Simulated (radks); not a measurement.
Question: Mg, 12 electrons, occupied as [Ne] 3s1 3d1 (not the ground configuration). Calculated with a radial shooting solver on a logarithmic mesh with Libxc functionals: scalar-relativistic Kohn-Sham, XLYP, spin-polarised, spherical densities, point nucleus; open shells are filled with parallel spins first. Some entries of the table are withheld. Estimate them.

orbital,occ.,eigenvalue (eV),<1/r> (bohr^-1),<r> (bohr)
1s up,1,-1266.799,11.63,0.1306
1s down,1,-1266.714,11.63,0.1306
2s up,1,-85.0492,2.102,0.6971
2s down,1,-84.9173,2.102,0.6969
2p up,3,(1),1.960,(2)
2p down,3,(3),1.961,(4)
3s up,1,-8.3359,0.4763,2.808
3d up,1,-0.6080,0.1434,8.782

Answer: 
(1) 2p up eigenvalue (eV): -51.9676
(2) 2p up <r> (bohr): 0.6882
(3) 2p down eigenvalue (eV): -51.8345
(4) 2p down <r> (bohr): 0.6876
